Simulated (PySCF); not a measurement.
Potential energy curve for SMILES [BeH2]. The Be1–H3 bond (Be1 also carries H; H3 carries nothing else) is stretched with both fragments frozen at the PBE0/def2-TZVP optimised geometry.

Computed with CCSD(T) on UHF/6-31G (PySCF 2.14.0).

**Question.** Relative to R = 1.34 Å, what are the energies at R = 1.01, 1.81, 3.27, 4.03 Å?

**Answer.** 33.0 kcal/mol at 1.01 Å, 19.4 kcal/mol at 1.81 Å, 79.5 kcal/mol at 3.27 Å, 83.6 kcal/mol at 4.03 Å.

The unrestricted determinant behind UCCSD(T) is spin-contaminated at 2.18 to 4.70 Å (<S²> up to 1.0, against 0.00 for a pure singlet).
